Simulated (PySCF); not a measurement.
# Peak assignment

Atom-mapped SMILES (the numbers label the heavy atoms): `[CH3:1][N:2]([CH3:3])[c:4]1[cH:5][o:6][c:7](=[O:8])[o:9]1` (H(Xn): hydrogen on atom n).

PySCF 2.14 calculation with GFN2-xTB geometry and shielding tensors at PBE0/pcSseg-1 (GIAO); single conformer, no solvent model, fast rotation and ring inversion assumed for equivalent nuclei, non-relativistic Hamiltonian.

δ = σ(ref) − σ, references computed at the same level: 13C, 1H against TMS.

(1) Assign these signals to the numbered atoms. 13C{1H} NMR (computed): δ 156.3, 155.7, 108.1, 37.9.

(2) Assign these signals to the numbered atoms. 1H NMR (400 MHz, computed): δ 6.18 (s, 1H), 2.76 (s, 6H).

## Answers

(1) 
| δ (ppm) | atoms | environment | reason |
| --- | --- | --- | --- |
| 156.3 | C4 | unsaturated ring carbon | – |
| 155.7 | C7 | ring carbonyl carbon | – |
| 108.1 | C5 | unsaturated ring CH | – |
| 37.9 | C1/C3 | methyl carbon bonded to N | pulled downfield by the heteroatom |

C4 and C7 lie closer than the usual error of such a calculation, so a measured spectrum could show them in the other order.

(2) 
```tsv
δ (ppm)	atoms	environment	reason
6.18	H(C5)	hydrogen on a unsaturated ring CH	–
2.76	H(C1)/H(C3)	hydrogen on a methyl carbon bonded to N	its carbon carries N, which withdraws density
```

Shifts are as computed. Against solution values, carbons near 30 ppm lie about +3 ppm off and those near 130 ppm about +5 ppm. Of 1211 compounds with measured shifts, 218 miss one by over three times the rms of a fit or turn the order of signals round; such compounds aren't used in these exercises. No couplings were computed; multiplicities are counted from neighbouring protons, with m where these are inequivalent, close in shift, in a saturated or five-membered ring or joined by F or P, and br s for small geminal =CH2 splittings.
